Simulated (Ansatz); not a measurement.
Consider the formal exchange of groups at the Se–P bond: `OP(O)[SeH]` + `[CH2]1[AlH][SiH2]1` → `[SeH][SiH]1[CH2][AlH]1` + `OPO`.

Gas-phase electronic energies from Ansatz, PBE0-D4/def2-TZVP geometries. CCSD(T)/CBS is the MP2 limit (def2-TZVPP, def2-QZVPP) plus CCSD(T) − MP2 in def2-TZVPP, frozen cores. For Se outer-core shells are correlated without core-valence functions, which leaves a few kJ/mol of doubt a bond. Scalar relativity is left out up to krypton. Each species was taken in one conformer, which may not be the lowest.

`OP(O)[SeH]`:

Cartesian coordinates in Å:
```
O 1.316 0.026 0.690
P 0.016 -0.835 0.220
O 0.310 -0.567 -1.357
Se -1.706 0.626 0.692
H 1.306 0.173 1.641
H -0.200 -1.174 -1.903
H -1.041 1.751 0.017
```

`[CH2]1[AlH][SiH2]1`:

```xyz
8

C    -0.127   -0.362    0.833
Al    0.031   -1.169   -0.936
Si    0.133    1.093   -0.399
H    -1.170   -0.409    1.172
H     0.530   -0.460    1.697
H     0.040   -2.569   -1.670
H     1.475    1.725   -0.263
H    -0.912    2.152   -0.435
```

`[SeH][SiH]1[CH2][AlH]1`:

Z-matrix (Å, degrees):
```
Si
C 1 1.901
Al 1 2.328 2 54.0
Se 1 2.285 2 122.9 3 -130.9
H 1 1.489 2 110.0 3 106.7
H 2 1.089 1 123.0 3 -135.1
H 2 1.104 1 109.6 3 95.4
H 3 1.583 1 166.9 2 -173.9
H 4 1.468 1 94.0 2 68.1
```

`OPO`:

```xyz
6

O     1.075    0.629    0.175
P     0.172   -0.544   -0.547
O    -1.367   -0.053   -0.321
H     1.417    1.243   -0.481
H     0.293   -1.417    0.577
H    -1.589    0.142    0.596
```

```tsv
level	ΔE (kJ/mol)
CCSD/def2-TZVPP	-48.0
HF/CBS(def2)	-48.7
```

Problem. What does CCSD(T)/CBS give? (Best estimate.)

Solution. Ansatz gave: -44.1 kJ/mol. The listed levels differ from it by -3.9, -4.6 kJ/mol.

Largest T1 diagnostic among the species: 0.013.

From PBE to PBE0 (25 % exact exchange), in def2-TZVPP and without D4, ΔE moves by −5.8 kJ/mol.
